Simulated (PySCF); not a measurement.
## How methods differ on the ionisation energy of Eu

Eu [Xe] 4f7 6s2 [4f5/2^6 4f7/2^1, M_J = 7/2] → Eu⁺ [Xe] 4f7 6s1 [4f5/2^6 4f7/2^1 6s1/2^1, M_J = 4], as a difference of total energies. Calculation: PySCF 2.14, in x2c-TZVPPall-2c (11s11p10d4f2g, 140 functions); the two-component X2C-1e Hamiltonian. Correlated levels: [Ar] 3d10 frozen; the 18 highest virtual spinors dropped. "Screened" scales the spin-orbit matrix elements by Boettger's factors to mimic the two-electron term; Breit and QED terms are absent.

```json
{"method": "GHF (spin-free)", "ionisation energy (eV)": "4.631"}
{"method": "GMP2 (spin-free)", "ionisation energy (eV)": "5.555"}
{"method": "GHF (screened spin-orbit)", "ionisation energy (eV)": "4.632"}
{"method": "GMP2 (screened spin-orbit)", "ionisation energy (eV)": "5.556"}
```

Question: How much does correlation contribute at GMP2 (screened spin-orbit)?

Answer: 5.556 − (4.632) = 0.924 eV, measured against GHF (screened spin-orbit).

The labels give the starting determinants; with spin-orbit coupling the two ends relaxed to ⟨J²⟩ = 15.76, ⟨L²⟩ = 0.10, ⟨S²⟩ = 15.71 and ⟨J²⟩ = 20.01, ⟨L²⟩ = 0.10, ⟨S²⟩ = 19.94.

For comparison: 5.670 eV (measured; NIST Atomic Spectra Database, ionization energies).
